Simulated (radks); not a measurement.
These are the eigenvalues of the occupied orbitals of an atom or ion with whole-number occupations (hartree). All-electron calculation, scalar-relativistic Kohn-Sham, BLYP, spin-polarised, spherical densities, finite nucleus; Fermi nuclear charge, rms radius of each element as measured or else 0.836 A^(1/3) + 0.57 fm. Program: a radial shooting solver on a logarithmic mesh with Libxc functionals.

1s up: -3109.922
1s down: -3109.920
2s up: -596.3261
2s down: -596.2427
2p up: -521.9136
2p down: -521.8446
3s up: -182.7210
3s down: -182.6805
3p up: -161.1653
3p down: -161.1204
3d up: -138.7173
3d down: -138.6488
4s up: -77.13044
4s down: -76.94028
4p up: -69.40024
4p down: -69.21324
4d up: -60.66711
4d down: -60.48014

Which element is it, and in what charge state? The configuration may be excited. Open shells, if any, are filled with parallel spins first.

Answer. Z = 80, mercury, charge +36: Hg36+ in [Kr] 4d8. The list shows which subshells hold electrons but not how many an open one holds; the 1s level, -3109.9 hartree, gives Z - s = 78.9 by -(Z - s)^2/2, which with screening and relativity narrows Z to a few neighbours, and the depths of the outer levels then fix element, charge and occupations together.
